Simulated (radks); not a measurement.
Valence configurations of Cd IV (all share [Kr]). Method: Dirac Kohn-Sham, BLYP, spin-unpolarised, spherical densities, point nucleus; open shells fill j = l - 1/2 first; computed with a radial shooting solver on a logarithmic mesh with Libxc functionals. Energies are relative to 4d9; eigenvalues in eV.

| valence | E (eV) | e(4d3/2) | e(4d5/2) | e(5p1/2) | e(5p3/2) | e(5s1/2) |
|---|---|---|---|---|---|---|
| 4d9 | 0.000 | -46.126 | -45.352 | - | - | - |
| 4d8 5p1 | 22.101 | -51.830 | -51.010 | -27.094 | - | - |
| 4d8.5 5s0.5 | 6.735 | -48.420 | -47.625 | - | - | -33.483 |
| 4d7 5p2 | 47.873 | -57.579 | -56.712 | -29.065 | - | - |
| 4d8 5s1 | 14.147 | -50.756 | -49.939 | - | - | -34.427 |
| 4d6 5s1 5p2 | 68.504 | -62.379 | -61.469 | -30.460 | - | -39.344 |
| 4d6.5 5s0.5 5p2 | 57.818 | -59.967 | -59.079 | -29.765 | - | -38.452 |
| 4d7 5s1 5p1 | 39.427 | -56.561 | -55.698 | -28.537 | - | -36.940 |
| 4d6 5p3 | 78.371 | -63.543 | -62.629 | -31.060 | -30.115 | - |
| 4d6 5s2 5p1 | 59.661 | -61.395 | -60.488 | -29.957 | - | -38.759 |

NIST lists [Kr] 4d9 as the ground configuration; this level of theory agrees among the configurations tried. The energies are those of spherical spin-averaged densities, not of single terms.
